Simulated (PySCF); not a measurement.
## Radial density of Te (tellurium, neutral)

r2SCAN0, [Kr] 4d10 5s2 5p3 6s1, high-spin 5S determinant (an excited configuration). Calculation: PySCF 2.14, in aug-cc-pVDZ-PP with ECP28MDF (5s4p3d, 32 functions); a scalar-relativistic core potential. This is the valence pseudo-density: the core potential removes the inner electrons and smooths the orbitals near the nucleus.

| r (bohr) | 4πr²ρ (e/bohr) | 4πr²(ρα − ρβ) |
| --- | --- | --- |
| 0.00207 | 1.931e-05 | 0.0000 |
| 0.00348 | 5.388e-05 | 0.0000 |
| 0.00586 | 0.0001467 | 0.0000 |
| 0.00986 | 0.0003740 | 0.0000 |
| 0.0166 | 0.0008144 | 0.0000 |
| 0.0279 | 0.001356 | 0.0000 |
| 0.0469 | 0.001888 | 0.0000 |
| 0.0789 | 0.003050 | 0.0000 |
| 0.133 | 0.01989 | 0.0002 |
| 0.223 | 0.2498 | 0.0027 |
| 0.375 | 3.974 | 0.0614 |
| 0.632 | 23.53 | 0.2972 |
| 1.06 | 15.39 | 0.0110 |
| 1.79 | 4.091 | 1.4115 |
| 3.01 | 1.294 | 0.9355 |
| 5.06 | 0.3606 | 0.3533 |
| 8.50 | 0.03753 | 0.0375 |

Energies and moments cover only the electrons outside the core potential. The outer electron is Rydberg-like, and this basis confines it to a smaller radius and binds it less than a complete one would.
